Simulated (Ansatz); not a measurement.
Start from `COc1ccc(C(=O)O)cc1` and change one atom or group to get `O=C(O)c1ccc(Br)cc1`.

Ansatz, PBE0-D4/def2-TZVP geometries, multiplicity 1. Each molecule was computed in one conformer, which needn't be the lowest.

Scalar relativity is left out up to krypton.

```csv
property,`COc1ccc(C(=O)O)cc1`
HOMO–LUMO gap (PBE/def2-TZVPP) / eV,3.81
size of the dipole moment (B3LYP/def2-TZVPP) / D,3.72
size of the dipole moment (ωB97M-V/def2-TZVPP) / D,3.58
LUMO energy (PBE/def2-TZVPP) / eV,-1.98
LUMO energy (B3LYP/def2-TZVPP) / eV,-1.33
HOMO energy (PBE/def2-TZVPP) / eV,-5.79
```

Give the same properties after the change, and the shifts. (Estimate.)

The calculation gave: 
```csv
property,`O=C(O)c1ccc(Br)cc1`,shift
HOMO–LUMO gap (PBE/def2-TZVPP) / eV,3.82,0.01
size of the dipole moment (B3LYP/def2-TZVPP) / D,1.43,-2.29
size of the dipole moment (ωB97M-V/def2-TZVPP) / D,1.44,-2.14
LUMO energy (PBE/def2-TZVPP) / eV,-2.57,-0.59
LUMO energy (B3LYP/def2-TZVPP) / eV,-1.93,-0.60
HOMO energy (PBE/def2-TZVPP) / eV,-6.39,-0.60
```

Dipoles are sizes alone; their direction can turn.

B3LYP here is the variant with VWN-RPA as its local correlation; programs differ in this.

Spin–orbit coupling is left out; it splits and shifts lone-pair levels of the heavy atoms by tenths of an eV.
